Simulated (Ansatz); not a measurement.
**Nudged elastic band run: ClH6NSi2**

Input file:

```yaml
crystal:
  periodic: [false, false, false]
  atoms:
    - { symbol: "N", position_ang: [-0.471119, 1.658998, -0.475981] }
    - { symbol: Si, position_ang: [-0.07902, 0.024725, -0.844305] }
    - { symbol: Si, position_ang: [0.679206, -1.032328, 1.098103] }
    - { symbol: Cl, position_ang: [-1.7011, -1.149189, -1.503003] }
    - { symbol: H, position_ang: [-1.047261, 1.869603, 0.334424] }
    - { symbol: H, position_ang: [-0.663593, 2.315477, -1.228418] }
    - { symbol: H, position_ang: [0.88724, 0.049506, -1.976116] }
    - { symbol: H, position_ang: [0.915835, -2.484632, 0.844048] }
    - { symbol: H, position_ang: [-0.377643, -0.893249, 2.148384] }
    - { symbol: H, position_ang: [1.940555, -0.410112, 1.605764] }
basis:
  gaussian: { orbitals: def2-SVP }
hamiltonian:
  xc: r2scan
  dispersion: d4
neb:
  order_check: false
  images: 7
  f_tol: 0.05
  max_iterations: 60
  initial_path: idpp
  final_atoms:
    - { symbol: "N", position_ang: [-0.10894084, 1.66946008, -0.64355484] }
    - { symbol: Si, position_ang: [-0.28525126, -0.03515626, -0.79420866] }
    - { symbol: Si, position_ang: [0.6377316, -1.07162511, 1.08787321] }
    - { symbol: Cl, position_ang: [-2.27902025, -0.71799111, -0.86355311] }
    - { symbol: H, position_ang: [-0.37627152, 2.13286896, 0.22069637] }
    - { symbol: H, position_ang: [-0.30130111, 2.26964307, -1.44167434] }
    - { symbol: H, position_ang: [0.32184885, -0.42497053, -2.09623918] }
    - { symbol: H, position_ang: [2.10692959, -0.81203147, 1.19178731] }
    - { symbol: H, position_ang: [0.4006605, -2.5451074, 1.03683178] }
    - { symbol: H, position_ang: [-0.03328557, -0.51629123, 2.30494145] }
```

Launched with:

```bash
$ ansatz run input.yaml --threads 2 --pin off --max-ram 3072MiB --backend cpu --events-out ev --progress --plain --runs-dir out
```

Output, in part (warnings, iteration lines, the closing report on the highest movable image, with atoms numbered from 0):

```
NEB end point (image 0): max|allowed force component| = 9.223e-3 eV/Å (the criterion of neb.relax_end_points is 1.000e-2)
NEB end point (image 8): max|allowed force component| = 1.281e-2 eV/Å (the criterion of neb.relax_end_points is 1.000e-2)
NEB iter   1: max|band force component| = 1.128e0 eV/Å  barrier→ = 0.1358 eV  barrier← = 0.1358 eV  Δτ_max = 0.1457 Å  (237 SCF iters)
NEB iter   2: max|band force component| = 1.965e-1 eV/Å  barrier→ = 0.0748 eV  barrier← = 0.0748 eV  CI = image 4  Δτ_max = 0.0599 Å  (193 SCF iters)
NEB iter   3: max|band force component| = 1.013e-1 eV/Å  barrier→ = 0.0581 eV  barrier← = 0.0581 eV  CI = image 4  Δτ_max = 0.0260 Å  (201 SCF iters)
NEB iter   4: max|band force component| = 4.570e-2 eV/Å  barrier→ = 0.0565 eV  barrier← = 0.0564 eV  CI = image 4  Δτ_max = 0.0000 Å  (399 SCF iters)
Total energy: -29854.51461411 eV, -1097.1331759517 hartree
Atom 0 at     0.267104     1.632652    -0.723442 Å, force    -0.014090    -0.032256     0.029037 eV/Å
Atom 1 at    -0.303776     0.009687    -0.787009 Å, force     0.000731     0.018763    -0.009179 eV/Å
Atom 2 at     0.383872    -1.140465     1.146706 Å, force    -0.001634    -0.021699     0.033492 eV/Å
Atom 3 at    -2.398309    -0.192061    -0.882972 Å, force    -0.007538     0.003743    -0.007855 eV/Å
Atom 4 at     0.153710     2.175791     0.128118 Å, force     0.006535     0.001879    -0.007055 eV/Å
Atom 5 at     0.167263     2.229371    -1.540956 Å, force     0.004925     0.006229    -0.000932 eV/Å
Atom 6 at     0.198266    -0.574667    -2.061006 Å, force     0.005470    -0.009426     0.006666 eV/Å
Atom 7 at     1.174707    -2.354569     0.775490 Å, force     0.001960     0.009727    -0.015339 eV/Å
Atom 8 at    -0.804412    -1.570711     1.943519 Å, force     0.002733     0.007187    -0.008108 eV/Å
Atom 9 at     1.244675    -0.266230     2.004451 Å, force     0.000908     0.015853    -0.020726 eV/Å
Dipole moment:     0.263052     0.351161     0.018538 e Å
```

The run converged. A vibrational analysis at the climbing image gives one clearly imaginary mode, 110i cm⁻¹: a first-order saddle point.

Final band (atoms are numbered from 1 in the order of the input):

```csv
image,path coordinate (Å),energy (eV),dihedral Cl4–Si2–Si3–H8 (°)
0,0.00,0.000,52
1,0.54,0.008,66
2,1.08,0.029,81
3,1.62,0.049,97
4,2.17,0.056,112
5,2.71,0.048,128
6,3.25,0.028,143
7,3.79,0.008,159
8,4.33,0.000,173
```

Run time: 84 s on 2 threads of AMD EPYC 7B13 (Zen 3) (shared host), peak memory 0.18 GiB.
